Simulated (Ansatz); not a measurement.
Input file for Ansatz (an electronic-structure program): R-BLYP/def2-TZVPP on C2H4BCl (SMILES C=CBCl), a point of a torsion scan.

Ansatz 0.2 input:
```yaml
crystal:
  periodic: [false, false, false]
  atoms:
    - {symbol: C, position_ang: [-1.15204909, 0.09509730, -0.13173205]}
    - {symbol: C, position_ang: [-0.13805122, -0.40998896, 0.56306171]}
    - {symbol: B, position_ang: [1.36263107, -0.16076012, 0.24078789]}
    - {symbol: Cl, position_ang: [2.35260696, -1.49326863, -0.10638969]}
    - {symbol: H, position_ang: [-0.99137495, 0.80031999, -0.93120051]}
    - {symbol: H, position_ang: [-2.17861448, -0.17292751, 0.06137192]}
    - {symbol: H, position_ang: [-0.37862387, -1.14642103, 1.32447514]}
    - {symbol: H, position_ang: [1.82760296, 0.91366449, 0.14999276]}
basis:
  gaussian:
    orbitals: def2-TZVPP
hamiltonian:
  xc: {name: BLYP}
scf: {lower_state_search: off}
```

Question: Give the final energy of this run.

Answer: -563.6689 hartree.
